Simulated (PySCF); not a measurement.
Mayer bond orders and bond lengths

Species: C5H3F3O2S.
Numbering: `[O:1]=[S:2]1(=[O:3])[CH:4]=[C:5]([F:6])[C:7]([CH:8]([F:9])[F:10])=[CH:11]1` (hydrogens: H12 on C4; H13 on C8; H14 on C11)

Structure used (GFN2-xTB), in Å, numbered top down from 1:
```
atom  x, y, z in Å
O1    -2.7134   -0.5019    1.1694
S2    -1.9187   -0.6197   -0.0133
O3    -2.4095   -1.4208   -1.0893
C4    -1.4261    1.0149   -0.5950
C5    -0.1165    1.1134   -0.4280
F6     0.6235    2.1861   -0.7162
C7     0.5726   -0.0574    0.1319
C8     2.0722   -0.0244    0.3049
F9     2.4723   -0.9562    1.1936
F10    2.6817   -0.3213   -0.8664
C11   -0.2240   -1.0810    0.4104
H12   -2.1070    1.7431   -0.9843
H13    2.4432    0.9580    0.6391
H14    0.0490   -2.0332    0.8210
```

Bond orders from the PBE0/pcSseg-1 density (PySCF). The structure is a single GFN2-xTB conformer in the gas phase; no vibrational or solvent corrections.

Where do the orders between heavy atoms depart from those drawn in the SMILES?

The largest departure is 0.270, at C7–C11 (drawn double, 1.730). Drawn single, order below 0.88: S2–C4 (0.859) and C11–S2 (0.849).

Give the Mayer order of every bond between heavy atoms, beside its length.

```tsv
bond	drawn as	length (Å)	Mayer order
O1–S2	double	1.430	1.769
S2–O3	double	1.428	1.774
S2–C4	single	1.804	0.859
C4–C5	double	1.324	1.758
C5–F6	single	1.335	0.977
C5–C7	single	1.469	0.987
C7–C8	single	1.510	0.980
C8–F9	single	1.348	0.970
C8–F10	single	1.353	0.983
C7–C11	double	1.327	1.730
C11–S2	single	1.807	0.849
```

By pair of heavy elements: O–S: all 2 within 0.02 of one another (1.769 to 1.774). C–S: all 2 within 0.02 of one another (0.849 to 0.859). C–C: lowest C7–C8 (0.980, 1.510 Å), highest C4–C5 (1.758, 1.324 Å). C–F: all 3 within 0.02 of one another (0.970 to 0.983).

And the bonds to hydrogen?

C–H: 0.92 to 0.95 (3 bonds).

Sum the orders of all bonds at each heavy atom with more than one neighbour and set the sums beside the valence in the SMILES.

S2 5.251 (drawn 6), C4 3.539 (drawn 4), C5 3.722 (drawn 4), C7 3.697 (drawn 4), C8 3.879 (drawn 4), C11 3.533 (drawn 4). Orders between atoms that aren't bonded are not in these sums.

For a closed shell the Mayer order of atoms A and B is Σ (PS)μν (PS)νμ over the basis functions μ on A and ν on B, with P the density and S the overlap matrix.
